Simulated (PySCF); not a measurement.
## Worked example: chemical shift, span and skew from a shielding tensor

CH8FNSi2, SMILES C[SiH2][Si@@H](N)F. Atoms are numbered in the order given.

```xyz
13

C      1.9943     0.6382    -1.5571
Si     0.6817    -0.6326    -1.0625
Si    -0.3915     0.0492     0.9042
N     -1.1986     1.5326     0.5615
F     -1.3946    -1.1614     1.3913
H      2.4591     0.3778    -2.5214
H      1.5393     1.6375    -1.6476
H      2.7900     0.6957    -0.7970
H      1.2923    -1.9829    -0.8946
H     -0.3525    -0.7363    -2.1369
H      0.5050     0.3136     2.0598
H     -1.5371     2.1329     1.3106
H     -1.7842     1.6244    -0.2655
```

Coordinates come from a TPSSh-D3(BJ)/def2-SVP optimisation. The structure was generated by enumeration; whether it is a known compound was not checked. One conformer was computed; it need not be the lowest.

GIAO shieldings from PBE/pcSseg-1 in PySCF, non-relativistic, no solvent. The symmetric part of the tensor of Si2 has the principal values 388.3, 396.4, 462.2 ppm. The same nucleus in TMS has σ = 335.4 ppm at this level (PySCF, at its B3LYP-D3(BJ)/def2-TZVP geometry).

Work out the isotropic shielding, the ²⁹Si shift against TMS, the span and the skew.


σ(iso) = (σ11 + σ22 + σ33)/3 = 415.6 ppm. δ = σ(ref) − σ(iso) = 335.4 − (415.6) = -80.2 ppm.
Span Ω = σ33 − σ11 = 73.9 ppm. Skew κ = 3(σ(iso) − σ22)/Ω = 0.78. Tumbling in solution averages the tensor to δ; in a static solid the shielding alone would spread this spin-1/2 line over Ω.
